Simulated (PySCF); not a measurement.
# Nuclear quadrupole coupling in `FC(F)=C(F)C[SiH2]N([SiH3])[SiH3]`

C₃H₁₀F₃NSi₃.
Geometry (GFN2-xTB, Å), atoms numbered from 1 in this order:
```
atom  x, y, z in Å
F1     2.001    0.579    2.584
C2     1.949    0.585    1.254
F3     1.973    1.838    0.790
C4     1.911   -0.476    0.459
F5     1.903   -1.698    1.036
C6     1.767   -0.460   -1.007
Si7   -0.049   -0.918   -1.467
N8    -1.105   -0.019   -0.428
Si9   -2.088   -0.857    0.758
Si10  -1.273    1.719   -0.601
H11    2.022    0.527   -1.382
H12    2.448   -1.187   -1.445
H13   -0.245   -2.345   -1.231
H14   -0.245   -0.565   -2.874
H15   -2.560    0.141    1.714
H16   -1.256   -1.866    1.410
H17   -3.211   -1.484    0.057
H18   -0.314    2.145   -1.619
H19   -2.645    2.012   -1.025
H20   -0.990    2.340    0.691
```

Field gradients from the PBE0/pcSseg-1 density (PySCF, non-relativistic), principal values in atomic units, ordered |Vxx| ≤ |Vyy| ≤ |Vzz|:

```json
{"atom": "N8", "Vxx": "0.3011", "Vyy": "0.3135", "Vzz": "-0.6146"}
```

**Question.** Find the asymmetry η = (Vxx − Vyy)/Vzz and the couplings χ = eQV/h (234.96 MHz × Q in barn × V in au), with Q(14N) = 0.02044 b.

**Answer.** 
```tsv
atom	environment	nucleus	η	χzz (MHz)	χxx (MHz)	χyy (MHz)
N8	nitrogen bridging silicon atoms	14N	0.02	-2.952	1.446	1.506
```

The gradient is axial or nearly so (η below 0.05) at N8. 

**Question.** What is Vzz at N8 in SI units (1 au = 9.71736 × 10²¹ V/m²)?

**Answer.** -0.6146 au = -5.972 × 10²¹ V/m².

**Question.** And the gradient at the other heavy atoms, for which no coupling is worked out here?

**Answer.** 
```tsv
atom	environment	Vzz (au)	η
F1	vinyl fluorine	3.037	0.02
C2	=CF2 carbon	0.515	0.52
F3	vinyl fluorine	2.996	0.01
C4	vinylic C–F carbon	0.452	0.30
F5	vinyl fluorine	3.084	0.08
C6	sp3 carbon bound to silicon	0.131	0.61
Si7	SiH2 silicon	0.280	0.95
Si9	SiH3 silicon	0.448	0.06
Si10	SiH3 silicon	0.436	0.12
```

**Question.** What couplings would deuterons (Q(2H) = 0.00286 b) have in place of the hydrogens, at this geometry?

**Answer.** 
```tsv
atom	bonded to	bond length (Å)	Vzz (au)	η	χzz (kHz)
H11	C6	1.086	0.3158	0.06	212
H12	C6	1.088	0.3153	0.04	212
H13	Si7	1.460	0.1620	0.06	109
H14	Si7	1.464	0.1607	0.03	108
H15	Si9	1.460	0.1614	0.06	108
H16	Si9	1.461	0.1608	0.04	108
H17	Si9	1.466	0.1592	0.02	107
H18	Si10	1.462	0.1615	0.06	109
H19	Si10	1.465	0.1591	0.03	107
H20	Si10	1.462	0.1618	0.04	109
```

One conformer (not necessarily the lowest) at the GFN2-xTB geometry, without solvent, vibrations or thermal averaging. GFN2-xTB frequencies show an imaginary mode (22i cm⁻¹), so this geometry is no minimum at that level. GFN2-xTB bond lengths can be off by several hundredths of an ångström, more for odd bonds, and the gradients follow them. The small basis limits the accuracy of the gradients.
